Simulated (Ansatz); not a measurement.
Ansatz results at the PBE0-D4/def2-TZVP geometry: HOMO energy (ωB97M-V/def2-TZVPP) -8.13 eV; size of the dipole moment (PBE/def2-TZVPP) 2.20 D; HOMO–LUMO gap (B3LYP/def2-TZVPP) 5.60 eV.

Each molecule was computed in one conformer, which needn't be the lowest.

(1) Which molecule gave them?
A. `C=NBC[SiH3]`
B. `N=[C](Cl)[AlH][F]`
C. `FBN[SiH3]`
D. `C=CSC#CO`

## Answers

(1) D. The others give `N=[C](Cl)[AlH][F]`: -10.34, 1.15, 5.62; `C=NBC[SiH3]`: -9.80, 2.02, 6.18; `FBN[SiH3]`: -10.75, 1.96, 8.24.

B3LYP here is the variant with VWN-RPA as its local correlation; programs differ in this.
